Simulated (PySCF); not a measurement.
MAl for M along the chalcogens

PBE0 with triple-zeta basis sets in PySCF, for the lowest determinant that a PBE0 search found; no spin–orbit coupling. De refers to high-spin ground-configuration atoms. A positive dipole means M(−)Al(+).

| M | basis | state (unpaired electrons) | Re (Å) | ωe (cm⁻¹) | De (eV) | μ (D) |
| --- | --- | --- | --- | --- | --- | --- |
| O | def2-TZVPP | doublet (σ ↑) | 1.618 | 967 | 5.05 | 4.21 |
| S | x2c-TZVPPall | doublet (σ ↑) | 2.031 | 619 | 4.21 | 3.78 |
| Se | def2-TZVPP | doublet (σ ↑) | 2.161 | 481 | 3.80 | 3.56 |

The shortest bond is that of AlO (1.618 Å), the longest that of AlSe (2.161 Å). AlO is bound most strongly (5.05 eV) and AlSe least (3.80 eV).

The rows differ in basis set, which adds steps of its own.

Down a group the atoms grow and get heavier, so bonds lengthen and wavenumbers fall; this series shows no clear exception.

Spin–orbit coupling is left out. States were picked by a PBE0 search and need not be the measured ground states.
